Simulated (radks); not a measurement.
The numbers below are computed, except where a source is named.
Ionisation of neutral indium, [Kr] 4d10 5s2 5p1, to In+, [Kr] 4d10 5s2, under several functionals. Scalar-relativistic Kohn-Sham, spin-unpolarised, spherical densities, finite nucleus; a radial shooting solver on a logarithmic mesh with Libxc functionals.

functional                                      E(In) (hartree)  Exc (hartree)  IE (eV)  -e(HOMO) (eV)  <r> HOMO (bohr)  IE error (eV)
OLYP                                                -5883.82482     -161.94971    5.097          2.264            3.887         -0.689
XLYP                                                -5882.64288     -160.64069    5.395          2.493            3.781         -0.392
BP86                                                -5882.58375     -160.58952    5.512          2.667            3.692         -0.274
BLYP                                                -5882.10773     -160.10070    5.357          2.462            3.759         -0.430
TASK exchange with Perdew-Wang LDA correlation      -5881.04887     -158.67083    4.774          2.202            3.494         -1.013
RPBE                                                -5881.81709     -159.82188    5.287          2.463            3.803         -0.499
SOGGA                                               -5878.45200     -156.42102    5.254          2.424            3.724         -0.532
HCTH/407                                            -5885.26206     -163.47365    5.445          2.628            3.876         -0.342

NIST Atomic Spectra Database: 5.786 eV (measured). Closest: BP86. The Delta-SCF values span 0.74 eV, the total energies 6.81 hartree. The highest occupied level is 5p. Spin polarisation and multiplet splitting are left out, so open shells lie too high by an amount that depends on their filling. Spin-orbit splitting is averaged out at the scalar-relativistic level.

Beside tabulated values, note that spin-unpolarised runs miss the spin-polarisation part of the exchange energy of open shells.
